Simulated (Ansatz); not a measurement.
C$_{3}$H$_{7}$FSn (`C=[CH][SnH]([CH3])[F]`) at its PBE0-D4/def2-TZVP geometry, where that method's forces vanish. The species carries charge 0 and has multiplicity 1. Sn takes the def2 core potential.

```xyz
12

C     0.2144    1.6536   -1.2600
C     0.6458    0.4100   -1.4353
Sn    0.4001   -1.0722    0.0560
C    -0.7476   -0.3807    1.7063
F    -0.6887   -2.4468   -0.7637
H     0.3401    2.4190   -2.0224
H    -0.2894    1.9744   -0.3518
H     1.1405    0.1464   -2.3668
H     1.8358   -1.9049    0.4607
H    -1.6712    0.0704    1.3438
H    -0.9924   -1.2253    2.3498
H    -0.1875    0.3561    2.2834
```

(1) What forces (eV/Å) does r2SCAN-D4/def2-TZVPP give on these atoms in Ansatz 0.2.0? (An estimate is asked.)

## Answers

(1) The calculation gave: 
```
C1  -0.058  0.164  0.019
C2   0.056 -0.104 -0.084
Sn3  0.089 -0.006  0.045
C4  -0.062  0.028  0.071
F5  -0.054 -0.056 -0.034
H6  -0.003  0.002  0.006
H7   0.003 -0.004 -0.001
H8   0.004 -0.003 -0.007
H9   0.014 -0.018  0.004
H10  0.021 -0.008  0.009
H11  0.007  0.019 -0.016
H12 -0.017 -0.016 -0.013
```
